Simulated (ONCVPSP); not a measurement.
Reading a pseudo-wave (iron (Fe))

Columns: radius, all-electron u(r) and pseudo u(r) of the 3d shell (level -5.48 eV) of iron in the configuration [Ne] 3s2 3p6 3d6.5 4s1.5; PBE, scalar-relativistic, ONCV scheme, ONCVPSP 4.0.1.

```json
{"r (bohr)": "0.103", "all-electron": "0.0722", "pseudo": "0.0048"}
{"r (bohr)": "0.206", "all-electron": "0.2870", "pseudo": "0.0366"}
{"r (bohr)": "0.309", "all-electron": "0.5210", "pseudo": "0.1141"}
{"r (bohr)": "0.412", "all-electron": "0.7044", "pseudo": "0.2423"}
{"r (bohr)": "0.515", "all-electron": "0.8232", "pseudo": "0.4109"}
{"r (bohr)": "0.618", "all-electron": "0.8838", "pseudo": "0.5974"}
{"r (bohr)": "0.721", "all-electron": "0.9001", "pseudo": "0.7737"}
{"r (bohr)": "0.824", "all-electron": "0.8864", "pseudo": "0.9133"}
{"r (bohr)": "0.927", "all-electron": "0.8545", "pseudo": "0.9980"}
{"r (bohr)": "1.030", "all-electron": "0.8123", "pseudo": "1.0217"}
{"r (bohr)": "1.133", "all-electron": "0.7653", "pseudo": "0.9905"}
{"r (bohr)": "1.236", "all-electron": "0.7168", "pseudo": "0.9192"}
{"r (bohr)": "1.339", "all-electron": "0.6688", "pseudo": "0.8264"}
{"r (bohr)": "1.442", "all-electron": "0.6225", "pseudo": "0.7293"}
{"r (bohr)": "1.545", "all-electron": "0.5786", "pseudo": "0.6407"}
{"r (bohr)": "1.648", "all-electron": "0.5374", "pseudo": "0.5671"}
{"r (bohr)": "1.751", "all-electron": "0.4990", "pseudo": "0.5097"}
{"r (bohr)": "1.854", "all-electron": "0.4633", "pseudo": "0.4658"}
{"r (bohr)": "1.957", "all-electron": "0.4303", "pseudo": "0.4305"}
{"r (bohr)": "2.060", "all-electron": "0.3997", "pseudo": "0.3997"}
{"r (bohr)": "2.163", "all-electron": "0.3715", "pseudo": "0.3715"}
{"r (bohr)": "2.266", "all-electron": "0.3454", "pseudo": "0.3454"}
{"r (bohr)": "2.369", "all-electron": "0.3213", "pseudo": "0.3213"}
{"r (bohr)": "2.472", "all-electron": "0.2990", "pseudo": "0.2990"}
{"r (bohr)": "2.575", "all-electron": "0.2784", "pseudo": "0.2784"}
{"r (bohr)": "2.678", "all-electron": "0.2592", "pseudo": "0.2592"}
```

Question: How many radial nodes do the two functions have?

Answer: The all-electron 3d function has n − l − 1 = 0; the pseudo-wave has 0.

Question: At about which radius was the pseudo-wave matched?

Answer: 2.06 bohr, where the columns begin to agree (steps of 0.10 bohr).

Question: Is the pseudo-wave norm-conserving?

Answer: Yes: the ONCV scheme keeps the norm inside the radius equal to the all-electron one, which fixes the energy derivative of the logarithmic derivative at the level.
